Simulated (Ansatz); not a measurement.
The cluster HfSi5. Total charge 0; singlet. Geometry relaxed at PBE0-D4/def2-SVP.

```tsv
atom	x (Å)	y (Å)	z (Å)
Hf1	1.351	-1.449	-0.052
Si2	-1.120	-0.565	-0.338
Si3	-0.288	-1.105	1.872
Si4	0.724	0.421	-1.601
Si5	-1.168	1.790	-0.664
Si6	0.501	0.908	0.782
```

In the def2 sets Hf takes a core potential; there is no spin–orbit coupling. The structure comes from a short search, and lower isomers may exist.

Q: Estimate the harmonic wavenumbers at RKS PBE0-D4/def2-SVP (Ansatz, unscaled). Is this a minimum?

A: 91, 170, 231, 236, 278, 324, 329, 356, 378, 411, 435, 483 cm⁻¹. Yes, no mode is imaginary beyond noise. Zero-point energy 22.3 kJ/mol. It took 75 s on 4 threads of Arm Neoverse V2 on a shared host.
